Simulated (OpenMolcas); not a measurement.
# Hf+: from RASSCF to RASPT2

```yaml
Program: OpenMolcas
Basis: ANO-RCC-VTZP [8s7p5d3f2g1h]
Scalar_Hamiltonian: DKH2, point nucleus
Active_space: 3 electrons in 9 orbitals (RAS2 5d 6s; RAS3 6p, at most 2 electrons)
State_averaging: 2S+1 = 2 even, 70 roots; 2S+1 = 4 even, 20 roots kept (CI in the orbitals of an earlier block); 2S+1 = 2 odd, 85 roots; 2S+1 = 4 odd, 45 roots kept (CI in the orbitals of an earlier block)
Spin-orbit_coupling: state interaction with AMFI integrals over the reference wave functions, term energies averaged over their components
```

Methods on the same reference wave functions:
A. RASSCF
B. SS-RASPT2, IPEA 0.25 Eh, imaginary shift 0.1 Eh (closed shells correlated: 5s 5p)
C. MS-RASPT2, IPEA 0.25 Eh, imaginary shift 0.1 Eh (closed shells correlated: 5s 5p)

Energies in cm-1 above 5d 6s2 2D 3/2, the measured ground level; measured values from NIST Handbook of Basic Atomic Spectroscopic Data.

| Level | A | B | C | Measured |
| --- | --- | --- | --- | --- |
| 5d 6s2 2D 3/2 | 0.0 | 0.0 | 0.0 | 0.0 |
| 5d 6s2 2D 5/2 [70 %] | 2574 | 2600 | 2750 | 3051 |
| 5d2 6s 4F 3/2 | 2793 | 2930 | 2950 | 3645 |
| 5d2 6s 4F 5/2 [70 %] | 4149 | 4260 | 4270 | 4905 |
| 5d2 6s 4F 7/2 | 5392 | 5560 | 5640 | 6344 |
| 5d2 6s 4F 9/2 | 7421 | 7580 | 7660 | 8362 |
| 5d2 6s 4P 1/2 | 11530 | 11390 | 11480 |  |
| 5d2 6s 2F 5/2 [75 %] | 11939 | 11760 | 11780 |  |
| 5d2 6s 4P 3/2 | 12520 | 12420 | 12500 |  |
| 5d2 6s 4P 5/2 [70 %] | 13240 | 13100 | 13150 | 13486 |
| 5d2 6s 2P 1/2 | 14458 | 14330 | 14410 |  |
| 5d2 6s 2F 7/2 | 14923 | 14700 | 14760 |  |
| 5d3 4F 3/2 [68 %] | 16589 | 17870 | 17890 |  |
| 5d2 6s 2D 5/2 [58 %] | 17204 | 16970 | 17090 |  |
| 5d2 6s 2G 7/2 | 17913 | 17350 | 17500 |  |
| 5d2 6s 2G 9/2 | 17953 | 17320 | 17400 |  |
| 5d3 4F 5/2 [74 %] | 18306 | 19130 | 19190 |  |
| 5d3 4F 7/2 | 19867 | 20790 | 20850 |  |
| 5d3 4F 9/2 | 21602 | 22450 | 22490 |  |
| 5d 6s 6p 4F* 3/2 | 23869 | 27740 | 27820 |  |
| 5d3 4P 1/2 | 26250 | 26410 | 26490 |  |
| 5d 6s 6p 4D* 1/2 [60 %] | 26488 | 29460 | 29500 |  |
| 5d3 4P 3/2 | 26689 | 26740 | 26790 |  |
| 5d 6s 6p 4D* 3/2 [75 %] | 27532 | 30890 | 30940 |  |

Deviations, from unrounded energies. A percentage is the sum of absolute deviations over the sum of measured energies, with the sign that they share, or ± where signs differ.

```
                  Against measurement  Levels      A      B      C
       mean absolute deviation (cm-1)       6    700    630    560
fine structure of the ground term (%)       1  -15.6  -14.8  -10.0
             other configurations (%)       5  -10.2   -9.0   -8.4
```

C lies closest to measurement on these levels and A furthest from it. The largest miss of C in the table is 5d2 6s 4F 7/2, by -700 cm-1. The ranking rests on the paired levels alone, and a cruder setting can come out closer through cancelling errors.

Between B and C the level of the table that moves most is 5d 6s2 2D 5/2 [70 %], by 150 cm-1 (lowest in B, highest in C). Moves below CASPT2's spread within the term are not significant.

The mean deviations of B to C differ by less than CASPT2's widest spread within a term (730 cm-1), so their order carries little weight.

The lowest spin-free term lies below A's lowest term by 0.241 hartree in B, 0.242 hartree in C.

CASPT2 does not keep the components of a term degenerate, so their means are used; among the terms shown or strongly mixed into the levels shown the widest spread is 730 cm-1 (5d2 6s 2G, C). Terms from blocks run as CI alone lack orbitals of their own. Configurations are named by rounded mean occupations; where the s occupation lies near a half they are strongly mixed, a name can repeat and a true partner stay unpaired. A single d shell beside an s shell can misplace configurations of different d count against each other. Without dynamic correlation excited terms often stand tens of per cent too high (terms of higher spin than the ground term too low), and those without a measured partner can miss by more than the paired ones (holds for A). Blocks of more than 70 roots (2S+1 = 2 odd) ran without multistate coupling (holds for C). Measured partners are found by configuration, term and J. A level has none where our copy of the source lacks it or the pairing is in doubt (some pairs that miss far off the trend of their configuration count as doubtful), and it then counts in no deviation. Levels of configurations outside the active space are missing. Levels that lie high or do not pair safely by name in every column are left out.

A share in square brackets marks a mixed level and gives the weight of the term that names it, the lowest over the columns. * marks odd parity.
